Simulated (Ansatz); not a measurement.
`NBCBr` + CH₃NH₂ → `CNBN` + `CBr`  (ligand exchange at a B–C bond)

Program: Ansatz. Geometries: PBE0-D4/def2-TZVP. ΔE: electronic, gas phase. CCSD(T)/CBS is the MP2 limit (def2-TZVPP, def2-QZVPP) plus CCSD(T) − MP2 in def2-TZVPP, frozen cores. DFT in def2-TZVPP. B3LYP here is the variant with VWN-RPA as its local correlation; programs differ in this. For Br outer-core shells are correlated without core-valence functions, which leaves a few kJ/mol of doubt a bond. Scalar relativity is left out up to krypton. Each species was taken in one conformer, which may not be the lowest.

```
             level  ΔE (kJ/mol)  difference from CCSD(T)/CBS
       LDA (SPW92)        -83.2                         -4.6
           BLYP-D4        -82.1                         -3.5
            B97M-V        -80.1                         -1.5
          B3LYP-D4        -84.0                         -5.4
        r2SCANh-D4        -82.7                         -4.1
        r2SCAN0-D4        -83.6                         -5.0
          BHLYP-D4        -86.0                         -7.4
      CAM-B3LYP-D4        -86.8                         -8.2
           ωB97X-V        -82.1                         -3.5
              PBE0        -82.4                         -3.8
             B3LYP        -87.0                         -8.4
RPA@PBE/def2-TZVPP        -78.6                          0.0
       HF/def2-SVP        -94.7                        -16.1
  CCSD(T)/def2-SVP        -87.3                         -8.7
     MP2/CBS(def2)        -80.1                         -1.5
    CCSD/CBS(def2)        -80.2                         -1.6
       CCSD(T)/CBS        -78.6                            0
```

Largest T1 diagnostic among the species: 0.011.

In def2-TZVPP, CCSD(T) changes the Hartree–Fock value by +11.6 kJ/mol (the triples alone add +1.6 kJ/mol) and MP2 by +10.0 kJ/mol. At CCSD(T), def2-SVP lies −8.7 kJ/mol from the extrapolated value and def2-TZVPP −1.4 kJ/mol. The D4 term adds +3.0 kJ/mol with B3LYP and +1.5 kJ/mol with PBE0; it sums over pairs of atoms, weighted by their polarisabilities, and B3LYP, whose exchange is more repulsive, gets the larger term.
